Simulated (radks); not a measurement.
Q: Isoelectronic series with 4 electrons, each ion in its NIST ground configuration. Calculated with a radial shooting solver on a logarithmic mesh with Libxc functionals: non-relativistic Kohn-Sham, BLYP, spin-polarised, spherical densities, point nucleus. Total energies (hartree) and mean radii <r> (bohr):

ion    configuration  E (hartree)      2s       1s
Be          [He] 2s2    -14.66151   2.605   0.4210
C2+         [He] 2s2    -36.51430   1.363   0.2703
O4+         [He] 2s2    -68.37129  0.9321   0.1988
Ne6+        [He] 2s2   -110.22853  0.7096   0.1572
Mg8+        [He] 2s2   -162.08567  0.5732   0.1300
Si10+       [He] 2s2   -223.94269  0.4810   0.1108
S12+        [He] 2s2   -295.79964  0.4143  0.09656
Ar14+       [He] 2s2   -377.65655  0.3640  0.08555
Ca16+       [He] 2s2   -469.51343  0.3245  0.07679
Ti18+       [He] 2s2   -571.37029  0.2928  0.06966
Cr20+       [He] 2s2   -683.22714  0.2667  0.06374
Fe22+       [He] 2s2   -805.08399  0.2449  0.05875
Ni24+       [He] 2s2   -936.94084  0.2264  0.05448
Ge28+       [He] 2s2  -1230.65454  0.1967  0.04757
Se30+       [He] 2s2  -1392.51139  0.1846  0.04473

Estimate the row of Zn26+ ([He] 2s2).

A: E (hartree) -1078.79769; 2s 0.2105; 1s 0.05079.
